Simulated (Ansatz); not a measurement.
A run for Ansatz (a quantum-chemistry and plane-wave program): R-r2SCAN/cc-pVTZ on FGeHO (SMILES [OH][Ge][F]), a point of a bond scan (R = 0.965 Å).

Ansatz 0.2 input:
```yaml
crystal:
  periodic: [false, false, false]
  atoms:
    - {symbol: Ge, position_ang: [0.10773481, -0.04926187, 0.40773364]}
    - {symbol: F, position_ang: [0.24737472, 1.37145337, -0.62469851]}
    - {symbol: O, position_ang: [-0.60849455, -1.09652179, -0.85745356]}
    - {symbol: H, position_ang: [-0.80593005, -1.99452624, -0.56556142]}
basis:
  gaussian:
    orbitals: cc-pVTZ
    pivot_positions_ang: [[0.10773481, -0.04926187, 0.40773364], [0.24737472, 1.37145337, -0.62469851], [-0.60849455, -1.09652179, -0.85745356], [-0.80593005, -1.99452624, -0.56556142]]
hamiltonian:
  xc: {name: r2SCAN}
scf: {lower_state_search: off}
output: {orbitals: {seedname: ./end}}
```

The head of its log:

```
WARN ansatz: RAYON_NUM_THREADS=1 ignored (pool sized by the plan → 1); use --threads N
Functional definition: r2SCAN
these checks for a lower state are left out or cut short: stability, starts, cluster_reference, orbital_swaps, neighbouring_geometries, increment
integrals: 0.04 GiB planned
730 factors; their error is unknown
mean field: 0.31 GiB planned
mean field evaluation 1: about -61292.8487 eV, gradient 7.1e1 eV
mean field evaluation 2: about -61215.1552 eV, gradient 1.9e2 eV
```

**Question.** Predict the final total energy.

**Answer.** -2252.7610 hartree.
